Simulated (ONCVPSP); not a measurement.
Reading a pseudo-wave (beryllium)

Columns: radius, all-electron u(r) and pseudo u(r) of the 1s shell (level -106.21 eV) of beryllium in the configuration 1s2 2s2; PBE, scalar-relativistic, ONCV scheme, ONCVPSP 4.0.1.

| r (bohr) | all-electron | pseudo |
| --- | --- | --- |
| 0.042 | 0.5211 | 0.3189 |
| 0.085 | 0.8890 | 0.6267 |
| 0.128 | 1.1307 | 0.8987 |
| 0.170 | 1.2760 | 1.1172 |
| 0.212 | 1.3545 | 1.2811 |
| 0.255 | 1.3842 | 1.3898 |
| 0.298 | 1.3770 | 1.4413 |
| 0.340 | 1.3446 | 1.4431 |
| 0.382 | 1.2947 | 1.4057 |
| 0.425 | 1.2317 | 1.3380 |
| 0.467 | 1.1631 | 1.2537 |
| 0.510 | 1.0890 | 1.1582 |
| 0.552 | 1.0153 | 1.0634 |
| 0.595 | 0.9403 | 0.9699 |
| 0.638 | 0.8673 | 0.8830 |
| 0.680 | 0.7986 | 0.8057 |
| 0.722 | 0.7333 | 0.7357 |
| 0.765 | 0.6701 | 0.6705 |
| 0.807 | 0.6122 | 0.6121 |
| 0.850 | 0.5568 | 0.5568 |
| 0.892 | 0.5067 | 0.5066 |
| 0.935 | 0.4592 | 0.4591 |
| 0.977 | 0.4164 | 0.4164 |
| 1.020 | 0.3762 | 0.3762 |
| 1.062 | 0.3403 | 0.3403 |
| 1.105 | 0.3068 | 0.3068 |

Problem. How many radial nodes do the two functions have?

Solution. The all-electron 1s function has n − l − 1 = 0; the pseudo-wave has 0.

Problem. At about which radius was the pseudo-wave matched?

Solution. 0.85 bohr. The columns agree to 0.0005 from 0.77 bohr on; several derivatives are matched, so the curves merge somewhat inside the radius.

Problem. Is the pseudo-wave norm-conserving?

Solution. Yes: the ONCV scheme keeps the norm inside the radius equal to the all-electron one, which fixes the energy derivative of the logarithmic derivative at the level.
